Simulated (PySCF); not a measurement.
Partial charges of `F/C=C(\[SiH3])C[SiH2]C[SiH3]`

Species: C4H13FSi3.
Geometry (GFN2-xTB, Å), atoms numbered from 1 in this order:
```
atom  x, y, z in Å
F1    -2.4317   -0.3843   -2.4788
C2    -1.8146    0.4799   -1.6360
C3    -1.7825    0.2646   -0.3306
Si4   -2.6147   -1.2774    0.3838
C5    -1.0470    1.2015    0.5638
Si6    0.6813    0.5079    1.0121
C7     1.6560    0.2123   -0.5862
Si8    3.4204   -0.4448   -0.3452
H9    -1.3824    1.3134   -2.1750
H10   -4.0076   -1.3230   -0.0601
H11   -1.8885   -2.4666   -0.0668
H12   -2.5537   -1.1656    1.8442
H13   -1.6138    1.3563    1.4809
H14   -0.9306    2.1745    0.0826
H15    1.3498    1.4994    1.8653
H16    0.5140   -0.7451    1.7570
H17    1.0995   -0.4901   -1.2079
H18    1.7031    1.1413   -1.1555
H19    4.1885    0.5051    0.4624
H20    3.3741   -1.7407    0.3329
H21    4.0716   -0.6016   -1.6501
```

Density: PBE0/pcSseg-1 (PySCF); schemes: Mulliken, IAO, Hirshfeld and ESP-fitted. The structure is a single GFN2-xTB conformer in the gas phase; no vibrational or solvent corrections.

**Question.** Tabulate the Mulliken, IAO, Hirshfeld and ESP-fitted charges.

**Answer.** In e:

```
atom                      environment  Mulliken     IAO  Hirshfeld  ESP-fitted
  F1                   vinyl fluorine    -0.288  -0.278     -0.087      -0.150
  C2               vinylic C–F carbon    +0.313  +0.130     +0.036      -0.071
  C3  fully substituted alkene carbon    -0.592  -0.310     -0.111      -0.011
 Si4                     SiH3 silicon    +0.552  +0.596     +0.301      +0.337
  C5      sp3 carbon bound to silicon    -0.419  -0.518     -0.155      -0.616
 Si6                     SiH2 silicon    +0.654  +0.762     +0.341      +0.604
  C7      sp3 carbon bound to silicon    -0.864  -0.825     -0.247      -0.498
 Si8                     SiH3 silicon    +0.496  +0.609     +0.314      +0.362
  H9                 vinylic hydrogen    +0.089  +0.149     +0.058      +0.170
 H10                    Si–H hydrogen    -0.070  -0.105     -0.073      -0.077
 H11                    Si–H hydrogen    -0.067  -0.112     -0.074      -0.074
 H12                    Si–H hydrogen    -0.093  -0.120     -0.075      -0.079
 H13               methylene hydrogen    +0.155  +0.155     +0.043      +0.190
 H14               methylene hydrogen    +0.141  +0.147     +0.043      +0.176
 H15                    Si–H hydrogen    -0.067  -0.124     -0.081      -0.140
 H16                    Si–H hydrogen    -0.059  -0.125     -0.077      -0.136
 H17               methylene hydrogen    +0.186  +0.167     +0.039      +0.153
 H18               methylene hydrogen    +0.167  +0.160     +0.042      +0.145
 H19                    Si–H hydrogen    -0.079  -0.122     -0.079      -0.096
 H20                    Si–H hydrogen    -0.076  -0.120     -0.077      -0.092
 H21                    Si–H hydrogen    -0.081  -0.117     -0.079      -0.097
```

Mean size of the charges over all atoms: IAO 0.274 e, Mulliken 0.262 e, ESP-fitted 0.204 e, Hirshfeld 0.116 e. Each set sums to the total charge, 0, to within 0.001 e. The Hirshfeld scheme divides the density at each point in proportion to the densities of the neutral, spherically averaged free atoms. The ESP scheme fits charges at the nuclei, held to the total charge, to the electrostatic potential on points at 1.4 to 2.0 times the van der Waals radii.

Lowest charge. The schemes don't all agree: Mulliken C7 (-0.864); IAO C7 (-0.825); Hirshfeld C7 (-0.247); ESP-fitted C5 (-0.616).

Highest charge. All schemes agree: Mulliken Si6 (+0.654); IAO Si6 (+0.762); Hirshfeld Si6 (+0.341); ESP-fitted Si6 (+0.604).

**Question.** Sum the charges by element, for elements with more than one atom.

**Answer.** 
```
element  atoms  Mulliken     IAO  Hirshfeld  ESP-fitted
      C      4    -1.563  -1.523     -0.477      -1.196
     Si      3    +1.703  +1.967     +0.956      +1.303
      H     13    +0.149  -0.167     -0.391      +0.043
```

**Question.** How closely do the schemes follow one another over all atoms?

**Answer.** Correlation coefficient and root-mean-square difference: IAO with Hirshfeld 0.97, 0.216 e; Mulliken with IAO 0.97, 0.090 e; IAO with ESP-fitted 0.94, 0.142 e; Mulliken with Hirshfeld 0.91, 0.224 e; Hirshfeld with ESP-fitted 0.90, 0.147 e; Mulliken with ESP-fitted 0.84, 0.191 e.

**Question.** How many electrons does the ESP-fitted scheme count on C3?

**Answer.** Z − q = 6 − (-0.011) ≈ 6.010.
